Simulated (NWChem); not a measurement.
**Basis-set dependence for C₂H₂F**

```xyz
5

C      1.2054    -0.0264     0.0000
C     -0.0339     0.4220     0.0000
F     -1.1644    -0.2161     0.0000
H      1.4106    -1.1040     0.0000
H      2.0398     0.6757     0.0000
```
Charge 0, spin multiplicity 2.

The numbers come from NWChem runs, not from measurements. The geometry was optimised at UPBE0/def2-SVP, a minimum by its harmonic frequencies.

Hartree-Fock energies in Ha, correlation energies in mHa.

The correlated methods keep 3 core orbitals frozen. The structure started from a generated list of species. The unpaired electrons of the parent sit in orbitals of symmetry a' (Cs labels of the run); other states weren't searched. No SCF solution was tested for a lower state. Open-shell Hartree-Fock references start from PBE0 orbitals. Coupled-cluster values serve here as a point of comparison, not as the truth.

| basis | functions | UHF | CCSD on ROHF | CCSD[T] on ROHF | CCSD(T) on ROHF |
|---|---|---|---|---|---|
| STO-3G | 17 | -173.89675 | -161.8 | -166.5 | -165.8 |
| cc-pVDZ | 52 | -176.24988 | -452.3 | -466.9 | -465.6 |
| cc-pVTZ | 118 | -176.30650 | not run | not run | not run |
